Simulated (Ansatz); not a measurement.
Molecule: C2H6AlCl, charge 0, multiplicity 1. SMILES: [Cl][Al]([CH3])[CH3]
Geometry: optimised at B3LYP-D3(BJ)/def2-TZVP (Ansatz, an electronic-structure program).

Atomisation energy built up term by term with Ansatz (kcal/mol; UHF references for open shells; valence terms freeze the core; atomic spin-orbit terms are left out). Basis-set limits of correlation are two-point, X^-3; Hartree-Fock from the larger set.

| term | basis | kcal/mol |
|---|---|---|
| Hartree-Fock | aug-cc-pV(Q+d)Z | 663.84 |
| CCSD correlation | CBS(aug-cc-pV(T+d)Z,aug-cc-pV(Q+d)Z) | 186.04 |
| (T) | CBS(aug-cc-pV(T+d)Z,aug-cc-pV(Q+d)Z) | 10.87 |
| core correlation | cc-pwCVTZ | 2.01 |
| scalar relativity (X2C) | cc-pVTZ-DK against cc-pVTZ | -1.06 |
| sum: De |  | 861.7 |

(T) makes 1.3 % of the CCSD(T) atomisation energy; under 5 % is typical of single-reference molecules.
